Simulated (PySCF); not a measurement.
## A search over the determinants of SrCl

Unrestricted PBE0; Sr x2c-TZVPall, Cl x2c-TZVPall; spin-free X2C with a Gaussian nucleus (PySCF 2.14). Outer shells of the fragments: Sr 5s2; Cl 3s2 3p5.

Followed along the bond (rough minima from three points):

```tsv
2Ms+1	unpaired	⟨S²⟩ at the start	R at minimum (Å)	Te (eV)
2	σ ↑	0.75	2.56	0.00
2	π ↑	0.75	2.55	1.59
4	σ ↑, π ↑↑	3.75	none in the scan	≤ 6.00
```

Solutions found at the starting distance of 2.680 Å, counted from the lowest of them; the search is not exhaustive and high or unbound solutions are not listed, so other states can lie among these:

```tsv
2Ms+1	unpaired	term	E (eV)	⟨S²⟩	⟨Lz²⟩	μ (D)
2	σ ↑	²Σ⁺	0.00	0.75	0.00	-5.13
2	π ↑	²Π	1.60	0.75	1.00	-4.12
2	δ ↑	²Δ	1.92	0.75	4.00	-8.78
4	σ ↑, π ↑↑	mixed	6.18	3.75	2.03	2.16
4	σ ↑, π ↑↑	mixed	6.26	3.75	2.02	3.67
4	σ ↑↑, π ↑	mixed	6.32	3.75	1.16	5.40
4	σ ↑, π ↑, δ ↑	mixed	6.38	3.75	5.01	1.99
4	σ ↑, π ↑, δ ↑	mixed	6.38	3.75	4.86	2.13
4	σ ↑↑, π ↑	⁴Π	6.65	3.75	1.01	4.79
```

A term symbol is given only where ⟨S²⟩ and ⟨Lz²⟩ are close to those of a pure state; real π, δ and φ orbitals otherwise mix terms. A positive dipole means Sr(−)Cl(+).

Spin–orbit coupling is left out. Counting both spins, an empty level lies below a filled one in some of these solutions, because spin and occupation are held.
